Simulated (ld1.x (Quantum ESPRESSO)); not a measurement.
chromium (Cr): PAW pseudisation with LDA (PZ), scalar-relativistic reference atom.

Input for ld1.x (Quantum ESPRESSO) 7.5:

```
&input
   title='Cr', zed=24., rel=1, dft='PZ', iswitch=3,
   config='[Ar] 3d5 4s0 4p1',
   nld=3, rlderiv=2.00, eminld=-8.0, emaxld=5.0, deld=0.04
 /
 &inputp
   pseudotype=3, lpaw=.true., tm=.true., lloc=-1, rcloc=1.80,
   nlcc=.true., new_core_ps=.true.,
   which_augfun='PSQ', rmatch_augfun_nc=.true.,
   file_pseudopw='Cr.UPF', file_wfcaegen='ae.wfc', file_wfcncgen='nc.wfc', file_beta='beta', file_chi='chi', file_wfcusgen='us.wfc'
 /
6
3S  1  0   2.00   0.00  1.35  1.75  0.0
4S  2  0   0.00   0.00  1.35  1.75  0.0
3P  2  1   6.00   0.00  1.45  1.60  0.0
4P  3  1   1.00   0.00  1.45  1.60  0.0
3D  3  2   5.00   0.00  1.40  1.85  0.0
3D  3  2   0.00   3.85  1.40  1.85  0.0
 &test
   configts(1)='3s2 3p6 3d5 4s0 4p1'
 /
```

Command:

```bash
ld1.x < Cr.in > Cr.out
```

Output (shortened: banner, matrices, multipoles, cross overlaps and the repeated all-electron block are left out):

```
Program LD1 v.7.5
     --------------------------- All-electron run ----------------------------

     Cr
     scalar relativistic calculation

     atomic number is 24.00
     dft =PZ   lsd =0 sic =0 latt =0  beta=0.20 tr2=1.0E-14
     Exchange-correlation= PZ
                           (   1   1   0   0   0   0   0)
     mesh =1183 r(mesh) =  99.18097 a.u. xmin = -7.00 dx = 0.01250
     1 Ry =  13.60569312 eV, c = 137.03599908

     n l     nl                  e(Ry)          e(Ha)          e(eV)
     1 0     1S 1( 2.00)      -431.2999      -215.6500     -5868.1341
     2 0     2S 1( 2.00)       -49.0062       -24.5031      -666.7628
     2 1     2P 1( 6.00)       -41.2771       -20.6385      -561.6030
     3 0     3S 1( 2.00)        -5.5094        -2.7547       -74.9586
     3 1     3P 1( 6.00)        -3.4368        -1.7184       -46.7602
     3 2     3D 1( 5.00)        -0.3298        -0.1649        -4.4873
     4 0     4S 1( 0.00)        -0.3789        -0.1895        -5.1552
     4 1     4P 1( 1.00)        -0.1357        -0.0679        -1.8467

     final scf error:  3.2E-15 reached in  31 iterations

     Etot =   -2096.719564 Ry,   -1048.359782 Ha,  -28527.322957 eV

     Ekin =    2116.870941 Ry,    1058.435471 Ha,   28801.496405 eV
     Encl =   -5005.725301 Ry,   -2502.862651 Ha,  -68106.362309 eV
     Eh   =     885.091754 Ry,     442.545877 Ha,   12042.286793 eV
     Exc  =     -92.956958 Ry,     -46.478479 Ha,   -1264.743847 eV

     normalization and overlap integrals

     s(1S/1S) =  1.000000  <r> =   0.0637  <r2> =    0.0055  r(max) =   0.0417
     s(2S/2S) =  1.000000  <r> =   0.2939  <r2> =    0.1021  r(max) =   0.2428
     s(2P/2P) =  1.000000  <r> =   0.2602  <r2> =    0.0834  r(max) =   0.1988
     s(3S/3S) =  1.000000  <r> =   0.9042  <r2> =    0.9457  r(max) =   0.7764
     s(3P/3P) =  1.000000  <r> =   0.9678  <r2> =    1.1089  r(max) =   0.7961
     s(3D/3D) =  1.000000  <r> =   1.4674  <r2> =    3.0355  r(max) =   0.8369
     s(4S/4S) =  1.000000  <r> =   3.3052  <r2> =   12.7106  r(max) =   2.6763
     s(4P/4P) =  1.000000  <r> =   4.7797  <r2> =   27.1029  r(max) =   3.7041

     ------------------------ End of All-electron run ------------------------

     --------------------- Generating PAW atomic setup --------------------

      Generating local potential from pseudized AE potential:
      Matching radius rcloc =   1.8000

      Local pseudo, rcloc= 1.817 Estimated cut-off energy=     7.42 Ry

      Computing core charge for nlcc:

       r > 0.45 : true rho core
      Core charge pseudized with two Bessel functions
      Integrated core pseudo-charge :   6.72
      Wfc-us  3S rcutus= 1.772  Estimated cut-off energy=    17.88 Ry
      Wfc-us  4S rcutus= 1.772  Estimated cut-off energy=    37.01 Ry
      Wfc-us  3P rcutus= 1.603  Estimated cut-off energy=    32.74 Ry
      Wfc-us  4P rcutus= 1.603  Estimated cut-off energy=    61.27 Ry
      Wfc-us  3D rcutus= 1.863  Estimated cut-off energy=    33.24 Ry
      Wfc-us  3D rcutus= 1.863  Estimated cut-off energy=    31.08 Ry

     Required augmentation: PSQ   radius:    1.850000

     Q pseudized with Bessel functions
     Expected ecutrho=     203.4156 due to l1=  2   l2=  2

     Estimated PAW energy = -243.118200 Ryd

     ------------------- End of pseudopotential generation -------------------

     Computing logarithmic derivative in   1.99514
     Computing logarithmic derivative in   1.99514
     Computing the partial wave expansion
     R is outside the sphere for l=    0 j= 0.00
     R is outside the sphere for l=    0 j= 0.00
     R is outside the sphere for l=    1 j= 0.00
     R is outside the sphere for l=    1 j= 0.00
     R is outside the sphere for l=    2 j= 0.00
     R is outside the sphere for l=    2 j= 0.00

     ---------------------- Testing the pseudopotential ----------------------

     Cr
     scalar relativistic calculation

     atomic number is 24.00   valence charge is 14.00
     dft = SLA  PZ   NOGX NOGC   lsd =0 sic =0 latt =0  beta=0.20 tr2=1.0E-14
     mesh =1183 r(mesh) =  99.18097 xmin = -7.00 dx = 0.01250

     n l     nl             e AE (Ry)        e PS (Ry)    De AE-PS (Ry)
     1 0     3S   1( 2.00)       -5.50935       -5.50935       -0.00000
     2 1     3P   1( 6.00)       -3.43681       -3.43681       -0.00000
     3 2     3D   1( 5.00)       -0.32981       -0.32981        0.00000
     2 0     4S   1( 0.00)       -0.37890       -0.37890        0.00000
     3 1     4P   1( 1.00)       -0.13573       -0.13573       -0.00000

     eps = 1.1E-16  iter =  6

     Etot =   -2096.719564 Ry,   -1048.359782 Ha,  -28527.322957 eV
     Etotps =  -243.118195 Ry,    -121.559097 Ha,   -3307.791552 eV

     Ekin =     200.257825 Ry,     100.128912 Ha,    2724.646512 eV
     Encl =    -496.284085 Ry,    -248.142042 Ha,   -6752.288957 eV
     Ehrt =     145.865036 Ry,      72.932518 Ha,    1984.594917 eV
     Ecxc =     -92.956971 Ry,     -46.478486 Ha,   -1264.744024 eV
     (Ecc =     -28.613413 Ry,     -14.306707 Ha,    -389.305320 eV)

     ---------------------- End of pseudopotential test ----------------------
```

Generation and configuration tests took about 2.9 s on one core of a shared server CPU.

Transferability test of the new file with ld1.x, input:

```
&input
   title='Cr', zed=24., rel=1, dft='PZ', iswitch=2,
   config='[Ar] 3d5 4s0 4p1'
 /
 &test
   file_pseudo='Cr.UPF', nconf=10,
   configts(1)='3s2 3p6 3d5 4s0 4p1',
   configts(2)='3s2 3p6 3d5 4s1 4p0',
   configts(3)='3s2 3p6 3d5 4s0 4p0',
   configts(4)='3s2 3p6 3d4 4s0 4p0',
   configts(5)='3s1 3p6 3d5 4s1 4p0',
   configts(6)='3s2 3p6 3d3 4s0 4p0',
   configts(7)='3s2 3p6 3d4 4s2 4p0',
   configts(8)='3s2 3p6 3d5 4s0.5 4p0',
   configts(9)='3s2 3p6 3d5 4s0 4p1', lsdts(9)=1,
   configts(10)='3s2 3p6 3d5 4s1 4p0', lsdts(10)=1
 /
```

```bash
ld1.x < Cr.test.in > Cr.test.out
```

Pseudopotential blocks of its output, shortened (energy terms left out):

```
     ---------------------- Testing the pseudopotential ----------------------

     n l     nl             e AE (Ry)        e PS (Ry)    De AE-PS (Ry)
     1 0     3S   1( 2.00)       -5.50935       -5.50935       -0.00000
     2 1     3P   1( 6.00)       -3.43681       -3.43681       -0.00000
     3 2     3D   1( 5.00)       -0.32981       -0.32981        0.00000
     2 0     4S   1( 0.00)       -0.37890       -0.37890        0.00000
     3 1     4P   1( 1.00)       -0.13573       -0.13573       -0.00000

     eps = 1.1E-16  iter =  6

     Etot =   -2096.719564 Ry,   -1048.359782 Ha,  -28527.322957 eV
     Etotps =  -243.118195 Ry,    -121.559097 Ha,   -3307.791552 eV

     ---------------------- End of pseudopotential test ----------------------

          ---------------------- Testing the pseudopotential ----------------------

     n l     nl             e AE (Ry)        e PS (Ry)    De AE-PS (Ry)
     1 0     3S   1( 2.00)       -5.40654       -5.40649       -0.00005
     2 1     3P   1( 6.00)       -3.33304       -3.33304       -0.00001
     3 2     3D   1( 5.00)       -0.23010       -0.22996       -0.00015
     2 0     4S   1( 1.00)       -0.30859       -0.30856       -0.00003
     3 1     4P   1( 0.00)       -0.07955       -0.07953       -0.00001

     eps = 1.2E-15  iter = 14

     Etot =   -2096.955018 Ry,   -1048.477509 Ha,  -28530.526465 eV
     Etotps =  -243.353671 Ry,    -121.676835 Ha,   -3310.995368 eV
     dEtot_ae =      -0.235453 Ry
     dEtot_ps =      -0.235476 Ry,   Delta E=       0.000023 Ry

     ---------------------- End of pseudopotential test ----------------------

          ---------------------- Testing the pseudopotential ----------------------

     n l     nl             e AE (Ry)        e PS (Ry)    De AE-PS (Ry)
     1 0     3S   1( 2.00)       -5.92655       -5.92678        0.00023
     2 1     3P   1( 6.00)       -3.85563       -3.85592        0.00030
     3 2     3D   1( 5.00)       -0.74693       -0.74707        0.00014
     2 0     4S   1( 0.00)       -0.74880       -0.74887        0.00007
     3 1     4P   1( 0.00)       -0.44851       -0.44851        0.00001

     eps = 4.1E-15  iter = 11

     Etot =   -2096.430209 Ry,   -1048.215105 Ha,  -28523.386080 eV
     Etotps =  -242.828799 Ry,    -121.414400 Ha,   -3303.854126 eV
     dEtot_ae =       0.289355 Ry
     dEtot_ps =       0.289395 Ry,   Delta E=      -0.000040 Ry

     ---------------------- End of pseudopotential test ----------------------

          ---------------------- Testing the pseudopotential ----------------------

     n l     nl             e AE (Ry)        e PS (Ry)    De AE-PS (Ry)
     1 0     3S   1( 2.00)       -6.96656       -6.96803        0.00147
     2 1     3P   1( 6.00)       -4.88315       -4.88478        0.00163
     3 2     3D   1( 4.00)       -1.70088       -1.70205        0.00116
     2 0     4S   1( 0.00)       -1.37919       -1.38127        0.00208
     3 1     4P   1( 0.00)       -0.98866       -0.98918        0.00052

     eps = 8.7E-15  iter =  9

     Etot =   -2095.229013 Ry,   -1047.614506 Ha,  -28507.042973 eV
     Etotps =  -241.626775 Ry,    -120.813388 Ha,   -3287.499754 eV
     dEtot_ae =       1.490551 Ry
     dEtot_ps =       1.491420 Ry,   Delta E=      -0.000868 Ry

     ---------------------- End of pseudopotential test ----------------------

          ---------------------- Testing the pseudopotential ----------------------

     n l     nl             e AE (Ry)        e PS (Ry)    De AE-PS (Ry)
     1 0     3S   1( 1.00)       -6.39749       -6.39421       -0.00328
     2 1     3P   1( 6.00)       -4.30901       -4.30544       -0.00357
     3 2     3D   1( 5.00)       -1.11720       -1.11466       -0.00254
     2 0     4S   1( 1.00)       -0.87006       -0.87089        0.00083
     3 1     4P   1( 0.00)       -0.53622       -0.53633        0.00011

     eps = 4.5E-15  iter = 14

     Etot =   -2091.084490 Ry,   -1045.542245 Ha,  -28450.653859 eV
     Etotps =  -237.482878 Ry,    -118.741439 Ha,   -3231.119166 eV
     dEtot_ae =       5.635075 Ry
     dEtot_ps =       5.635316 Ry,   Delta E=      -0.000242 Ry

     ---------------------- End of pseudopotential test ----------------------

          ---------------------- Testing the pseudopotential ----------------------

     n l     nl             e AE (Ry)        e PS (Ry)    De AE-PS (Ry)
     1 0     3S   1( 2.00)       -8.25534       -8.25604        0.00070
     2 1     3P   1( 6.00)       -6.15181       -6.15262        0.00081
     3 2     3D   1( 3.00)       -2.89523       -2.89561        0.00038
     2 0     4S   1( 0.00)       -2.12846       -2.14221        0.01376  !
     3 1     4P   1( 0.00)       -1.65555       -1.65680        0.00125

     eps = 8.0E-15  iter = 14

     Etot =   -2092.948657 Ry,   -1046.474329 Ha,  -28476.017156 eV
     Etotps =  -239.345561 Ry,    -119.672780 Ha,   -3256.462250 eV
     dEtot_ae =       3.770907 Ry
     dEtot_ps =       3.772634 Ry,   Delta E=      -0.001727 Ry

     ---------------------- End of pseudopotential test ----------------------

          ---------------------- Testing the pseudopotential ----------------------

     n l     nl             e AE (Ry)        e PS (Ry)    De AE-PS (Ry)
     1 0     3S   1( 2.00)       -5.69771       -5.69624       -0.00147
     2 1     3P   1( 6.00)       -3.61405       -3.61242       -0.00163
     3 2     3D   1( 4.00)       -0.45724       -0.45643       -0.00081
     2 0     4S   1( 2.00)       -0.37333       -0.37327       -0.00005
     3 1     4P   1( 0.00)       -0.11076       -0.11073       -0.00004

     eps = 5.7E-15  iter = 15

     Etot =   -2096.959256 Ry,   -1048.479628 Ha,  -28530.584135 eV
     Etotps =  -243.358120 Ry,    -121.679060 Ha,   -3311.055898 eV
     dEtot_ae =      -0.239692 Ry
     dEtot_ps =      -0.239925 Ry,   Delta E=       0.000233 Ry

     ---------------------- End of pseudopotential test ----------------------

          ---------------------- Testing the pseudopotential ----------------------

     n l     nl             e AE (Ry)        e PS (Ry)    De AE-PS (Ry)
     1 0     3S   1( 2.00)       -5.65280       -5.65279       -0.00001
     2 1     3P   1( 6.00)       -3.58061       -3.58064        0.00003
     3 2     3D   1( 5.00)       -0.47606       -0.47597       -0.00009
     2 0     4S   1( 0.50)       -0.52289       -0.52287       -0.00002
     3 1     4P   1( 0.00)       -0.25722       -0.25719       -0.00003

     eps = 4.4E-15  iter = 12

     Etot =   -2096.747878 Ry,   -1048.373939 Ha,  -28527.708181 eV
     Etotps =  -243.146516 Ry,    -121.573258 Ha,   -3308.176884 eV
     dEtot_ae =      -0.028313 Ry
     dEtot_ps =      -0.028321 Ry,   Delta E=       0.000008 Ry

     ---------------------- End of pseudopotential test ----------------------

          ---------------------- Testing the pseudopotential ----------------------

     n l     nl             e AE (Ry)        e PS (Ry)    De AE-PS (Ry)
     1 0     3S   1( 1.00)       -5.56632       -5.56669        0.00037
     2 1     3P   1( 3.00)       -3.49323       -3.49357        0.00034
     3 2     3D   1( 5.00)       -0.38280       -0.38299        0.00019
     2 0     4S   1( 0.00)       -0.40811       -0.40823        0.00012
     3 1     4P   1( 1.00)       -0.15296       -0.15299        0.00003
     1 0     3S   2( 1.00)       -5.26439       -5.26483        0.00044
     2 1     3P   2( 3.00)       -3.19629       -3.19673        0.00044
     3 2     3D   2( 0.00)       -0.11581       -0.11619        0.00039
     2 0     4S   2( 0.00)       -0.24630       -0.24635        0.00005
     3 1     4P   2( 0.00)       -0.05385       -0.05384       -0.00001

     eps = 6.8E-15  iter = 13

     Etot =   -2097.066779 Ry,   -1048.533390 Ha,  -28532.047056 eV
     Etotps =  -243.465128 Ry,    -121.732564 Ha,   -3312.511817 eV
     dEtot_ae =      -0.347215 Ry
     dEtot_ps =      -0.346933 Ry,   Delta E=      -0.000282 Ry

     ---------------------- End of pseudopotential test ----------------------

          ---------------------- Testing the pseudopotential ----------------------

     n l     nl             e AE (Ry)        e PS (Ry)    De AE-PS (Ry)
     1 0     3S   1( 1.00)       -5.46263       -5.46314        0.00051
     2 1     3P   1( 3.00)       -3.38889       -3.38944        0.00055
     3 2     3D   1( 5.00)       -0.28428       -0.28435        0.00007
     2 0     4S   1( 1.00)       -0.34128       -0.34135        0.00008
     3 1     4P   1( 0.00)       -0.09581       -0.09578       -0.00003
     1 0     3S   2( 1.00)       -5.16336       -5.16375        0.00039
     2 1     3P   2( 3.00)       -3.09374       -3.09427        0.00053
     3 2     3D   2( 0.00)       -0.01737       -0.01755        0.00018
     2 0     4S   2( 0.00)       -0.17615       -0.17620        0.00005
     3 1     4P   2( 0.00)       -0.01194       -0.01197        0.00003

     eps = 7.1E-15  iter = 12

     Etot =   -2097.316373 Ry,   -1048.658186 Ha,  -28535.442951 eV
     Etotps =  -243.714855 Ry,    -121.857428 Ha,   -3315.909529 eV
     dEtot_ae =      -0.596809 Ry
     dEtot_ps =      -0.596660 Ry,   Delta E=      -0.000148 Ry

     ---------------------- End of pseudopotential test ----------------------
```
